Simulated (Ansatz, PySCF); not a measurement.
System: sum formula SOF, net charge 0, doublet state. It need not be the lowest isomer of its formula. SMILES: [S](=O)F
Geometry from a B3LYP-D3(BJ)/def2-TZVP (Ansatz, a first-principles code) optimisation:
```
S
O 1 1.4576
F 1 1.6228 2 108.23
```
Charge 0, spin multiplicity 2.

Property: vertical electron affinity (to the singlet state of charge -1; a negative value means that the extra electron is unbound and the number depends on the basis; each state is the SCF solution reached for its spin), in eV. Cores are frozen in the correlated levels unless marked. UHF or UKS for open shells. No spin-orbit coupling. Non-relativistic. Anions need diffuse functions: aug- sets have them; def2-D sets add few. Basis-set limits of correlation are two-point, X^-3; Hartree-Fock from the larger set. [CCSD(T)-MP2]/basis is that difference in the basis named.

Level to compare with: RI-MP2/CBS(aug-cc-pV(T+d)Z,aug-cc-pV(Q+d)Z)+[CCSD(T)-MP2]/aug-cc-pV(T+d)Z (Ansatz), 1.17 eV. It is a level with limits of its own, and the differences hold the functionals' basis error too.

### Question
Rank these functionals by how close they come to RI-MP2/CBS(aug-cc-pV(T+d)Z,aug-cc-pV(Q+d)Z)+[CCSD(T)-MP2]/aug-cc-pV(T+d)Z, closest first: PBE/def2-TZVPD (Ansatz); M06-2X/def2-TZVPD (PySCF); wB97X-V/def2-TZVPD (Ansatz).

### Answer
M06-2X/def2-TZVPD (hybrid meta-GGA, 1.18 eV, difference 0.01), wB97X-V/def2-TZVPD (range-separated hybrid with VV10, 1.05 eV, difference -0.12), PBE/def2-TZVPD (GGA, 0.90 eV, difference -0.27)
